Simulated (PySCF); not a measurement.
C6H11B.
Structure used (PBE0-D3(BJ)/def2-SVP), in Å, numbered top down from 1:
```xyz
18
C6H11B angstrom
C      0.334   -1.726    2.183
C     -0.535   -0.936    1.549
C     -1.142   -1.196    0.210
B     -0.687   -0.268   -0.979
C      0.364    0.846   -0.878
C      1.240    1.106   -2.104
C      0.194    2.084   -1.755
H      0.755   -1.450    3.153
H      0.657   -2.682    1.755
H     -0.821    0.009    2.028
H     -2.246   -1.113    0.254
H     -0.965   -2.240   -0.114
H     -1.206   -0.455   -2.065
H      0.860    1.023    0.082
H      1.091    0.467   -2.979
H      2.284    1.362   -1.904
H     -0.700    2.142   -2.382
H      0.495    3.036   -1.310
```

Definitions: NICS(0) = −σiso at the ring centroid; NICS(1) = −σiso and NICS(1)zz = −σzz at ±1 Å along the ring normal z. Level: GIAO PBE0/pcSseg-1 (PySCF, non-relativistic, gas phase) on the PBE0-D3(BJ)/def2-SVP geometry, one conformer.

Ring bond lengths (Å), with Mayer bond orders in brackets: C5–C6 1.529 (0.91), C6–C7 1.474 (1.00), C7–C5 1.528 (0.91).

Give the NICS values of each ring in ppm.

```tsv
ring	type	NICS(0)	NICS(1), two faces	NICS(1)zz, two faces	rms pucker (Å)	centre to ring atoms, mean (Å)
C5–C6–C7	3-membered carbocycle; formal bonds all single	-43.3	-7.6 / -8.1	-24.3 / -23.0	0.00	0.87
```

What do they say, and how far can they be read as aromaticity?

- C5–C6–C7: mean NICS(1)zz -23.6 ppm, shielded. C5, C6, C7 have four or more neighbours; no verdict on aromaticity is drawn. NICS(0) lies 35 ppm below the mean NICS(1).

Give the inner angles of the rings and the Hirshfeld charges of the ring atoms.

- C5–C6–C7: C5 57.7° (-0.118 e), C6 61.1° (-0.074 e), C7 61.2° (-0.075 e); sum 180.0° against 180° for a flat convex ring.

What are the shieldings of the ring atoms and their hydrogens in the same run (means over atoms taken as equivalent)?

| atoms | environment | σ isotropic (ppm) | principal values of the symmetric part, first atom (ppm) |
| --- | --- | --- | --- |
| C5 | sp3 carbon bound to boron | 171.6 | 114.2, 181.9, 218.6 |
| C6 (×2) | three-membered-ring carbon | 173.2 | 146.2, 175.5, 197.2 |
| H14 | methine hydrogen | 30.44 | 23.6, 29.3, 38.4 |
| H15 (×2) | methylene hydrogen | 30.38 | 24.8, 26.9, 39.4 |
| H16 (×2) | methylene hydrogen | 30.21 | 24.7, 26.5, 39.4 |

How do the values depend on the level or the medium?

| level | NICS(0), C5–C6–C7 | mean NICS(1)zz, C5–C6–C7 |
| --- | --- | --- |
| PBE0/pcSseg-1, gas | -43.3 | -23.6 |
| WP04/pcSseg-1, gas | -41.7 | -22.1 |

The geometry is the same throughout.
